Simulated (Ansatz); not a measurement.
The same ligand exchange along the group Ti, Zr, Hf.

Program: Ansatz. Geometries: PBE0-D4/def2-TZVP. ΔE: electronic, gas phase. CBS: MP2 limit from def2 TZ/QZ plus the TZ coupled-cluster correction, frozen cores. This one scheme is used for every species. DFT in def2-TZVPP. def2 core potentials past Kr. For Br, Hf, Ti, Zr outer-core shells are correlated without core-valence functions, which leaves a few kJ/mol of doubt a bond. Scalar relativity is left out up to krypton. Each species was taken in one conformer, which may not be the lowest.

```tsv
reaction	CCSD(T)/def2-SVP (eV)	MP2/CBS(def2) (eV)	ωB97X-V (eV)	revPBE-D4 (eV)
`[Cl][Ti]([Cl])([Cl])[Br]` + NH₃ → `[NH2][Ti]([Cl])([Cl])[Cl]` + HBr	0.62	0.93	0.64	0.76
`[Cl][Zr]([Cl])([Cl])[Br]` + NH₃ → `[NH2][Zr]([Cl])([Cl])[Cl]` + HBr	0.79	1.02	0.85	0.87
`[Cl][Hf]([Cl])([Cl])[Br]` + NH₃ → `[NH2][Hf]([Cl])([Cl])[Cl]` + HBr	0.77	0.99	0.84	0.86
```

Problem. Give the CCSD(T)/CBS values in the same order. (Best estimate.)

Solution. Ansatz gave: 0.76, 0.94, 0.92 eV.

Largest T1 diagnostic: 0.025, for `[NH2][Ti]([Cl])([Cl])[Cl]`.
